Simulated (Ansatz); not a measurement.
Input file for Ansatz (an electronic-structure program): FCI/6-31G on H8 chain, a point of a bond scan (R = 1.500 Å).

Ansatz 0.2 input:
```yaml
crystal:
  periodic: [false, false, false]
  atoms:
    - {symbol: H, position_ang: [0.00000000, 0.00000000, 0.00000000]}
    - {symbol: H, position_ang: [0.00000000, 0.00000000, 1.50000000]}
    - {symbol: H, position_ang: [0.00000000, 0.00000000, 3.00000000]}
    - {symbol: H, position_ang: [0.00000000, 0.00000000, 4.50000000]}
    - {symbol: H, position_ang: [0.00000000, 0.00000000, 6.00000000]}
    - {symbol: H, position_ang: [0.00000000, 0.00000000, 7.50000000]}
    - {symbol: H, position_ang: [0.00000000, 0.00000000, 9.00000000]}
    - {symbol: H, position_ang: [0.00000000, 0.00000000, 10.50000000]}
basis:
  gaussian:
    orbitals: 6-31G
magnetization: {spin_polarized: false}
correlation: {method: fci, electrons: outside_noble_gas}
```

It printed:

```
Functional definition: HF
[...]
integrals: 0.00 GiB planned
308 factors; integrals over basis functions are off by at most 1.5e-8 eV
mean field: 0.04 GiB planned
mean field evaluation 1: about -108.4719 eV, gradient 4.9e0 eV
mean field evaluation 2: about -108.4711 eV, gradient 4.9e0 eV
mean field evaluation 4: about -108.8626 eV, gradient 7.1e-1 eV
mean field evaluation 8: about -108.8722 eV, gradient 2.2e-5 eV
mean field -108.87223310 eV, -4.0009807704 hartree, gradient 1.9e-6 eV, S^2 0.000000; 0 other end points of the search recorded, 0 dependent functions left out; unrestricted orbitals would lower it
mean field evaluation 16: about -109.3769 eV, gradient 3.1e0 eV
unrestricted determinant -111.95930125 eV, -4.1144284320 hartree, S^2 2.0759
reference -108.87223310 eV, -4.0009807704 hartree; 4, 4 occupied and 12, 12 virtual orbitals, 308 factors
configuration interaction: 0.55 GiB planned
state -114.82238301 eV, -4.2196447463 hartree
Total energy: -114.82238301 eV, -4.2196447463 hartree
```

Self-consistency was reached.

Cost: around 6 core-seconds (rough).
